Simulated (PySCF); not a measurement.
Compound: C4H6O3SSi.
Z-matrix (Å and degrees, GFN2-xTB geometry), rows numbered from 1:
```
O 
S   1  1.4276
O   2  1.4338  1  119.34
O   2  1.6262  1  108.13  3   121.46
C   2  1.7355  1  108.69  3  -130.80
C   5  1.3319  2  123.65  1   142.67
C   6  1.4592  5  114.68  2  -179.92
C   7  1.3409  6  115.92  5     0.41
Si  5  1.8783  2  124.23  1   -36.17
H   4  0.9578  2  108.38  1  -125.09
H   6  1.0793  5  123.73  2    -0.35
H   7  1.0801  6  119.57  5  -179.57
H   8  1.0771  7  121.61  6  -179.94
H   9  1.4586  5  113.04  2    66.18
H   9  1.4613  5  112.19  2   -66.17
```

The closed-shell ground state was solved at several levels (PySCF, density fitting, gas phase, non-relativistic).

| level | basis functions | total energy (Eh) | HOMO (eV) | LUMO (eV) | gap (eV) | dipole (D) |
| --- | --- | --- | --- | --- | --- | --- |
| PBE0/def2-SVPD | 248 | -1068.1416 | -7.63 | -2.54 | 5.09 | 4.63 |
| CAM-B3LYP/def2-SVPD | 248 | -1068.6684 | -8.89 | -1.41 | 7.48 | 4.74 |

Question: Estimate the row for PBE0/pcSseg-1, a basis of 197 functions; the other rows only guide the guess.

Answer: Total energy -1068.5390 Eh, HOMO -7.59 eV, LUMO -2.49 eV, gap 5.10 eV, dipole 4.46 D.

Question: How far do the dipole and the HOMO energy spread over the levels?

Answer: The dipole runs from 4.46 to 4.74 D (mean 4.61 D) and the HOMO from -8.89 to -7.59 eV.

One conformer stands for the species.
